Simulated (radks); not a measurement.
Task: Excited configurations of Xe II: one electron is placed in a higher orbital outside [Kr] 4d10 5s2 5p4. The ground configuration is [Kr] 4d10 5s2 5p5. All-electron calculation, scalar-relativistic Kohn-Sham, PBE, spin-polarised, spherical densities, point nucleus; open shells are filled with parallel spins first (spin-orbit coupling, left out, can overturn this in heavy ions). Program: a radial shooting solver on a logarithmic mesh with Libxc functionals. Excitation = E - E(ground); binding = E(ion) - E, where the ion is the core of charge +2; n* = 2/sqrt(2 binding) in atomic units, and the quantum defect is n - n*.

outer orbital  excitation (eV)  binding (eV)     n*  quantum defect  eigenvalue (eV)  <r> (bohr)
4f                      17.042         4.063  3.660           0.340           -2.547       6.656
6p                      13.930         7.175  2.754           3.246           -5.543       5.626
6d                      16.597         4.508  3.474           2.526           -3.465       8.201
7p                      17.056         4.049  3.666           3.334           -3.214       10.32
7f                      19.516         1.589  5.852           1.148           -1.267       24.43

Estimate the row for 5d.

Result: excitation (eV) 12.109; binding (eV) 8.996; n* 2.460; quantum defect 2.540; eigenvalue (eV) -5.971; <r> (bohr) 3.510. The Delta-SCF ionisation energy is 21.105 eV (NIST Atomic Spectra Database: 20.975 eV, semi-empirical). Self-interaction in the functional shifts the binding energies and quantum defects, so they are the method's values and not measured ones. Open shells are spherical and high-spin; term and fine-structure splittings are not resolved. Spin-orbit splitting is averaged out at the scalar-relativistic level.
